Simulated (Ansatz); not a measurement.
Mulliken charges of B2H5NO (`BB(N)O`) from ωB97M-V/def2-TZVPP in Ansatz (PBE0-D4/def2-TZVP geometry).

| atom | x (Å) | y (Å) | z (Å) | charge (e) |
| --- | --- | --- | --- | --- |
| B1 | 0.105 | 1.251 | -0.639 | -0.300 |
| B2 | -0.105 | -0.171 | 0.279 | 0.254 |
| N3 | 0.488 | -1.375 | -0.135 | -0.256 |
| O4 | -0.870 | -0.230 | 1.426 | -0.294 |
| H5 | 1.133 | 1.514 | -1.200 | 0.080 |
| H6 | -0.779 | 2.055 | -0.776 | 0.081 |
| H7 | 1.123 | -1.431 | -0.909 | 0.128 |
| H8 | 0.315 | -2.253 | 0.327 | 0.128 |
| H9 | -1.321 | 0.594 | 1.611 | 0.180 |

Problem. By hand: the dipole of these point charges (1 e Å = 4.8032 D).

Solution. Σ q r = (0.047, -0.076, -0.065) e Å, of length 0.110 e Å = 0.53 D.

Problem. How does the dipole of the full density compare? (Estimate.)

Solution. Computed: (0.052, -0.048, -0.096) e Å, 0.57 D; the point charges give 0.93 times that, at 21° from its direction.

Point charges leave out the atoms' own dipoles, such as those of lone pairs, and Mulliken's split depends on the basis, so the two needn't agree.
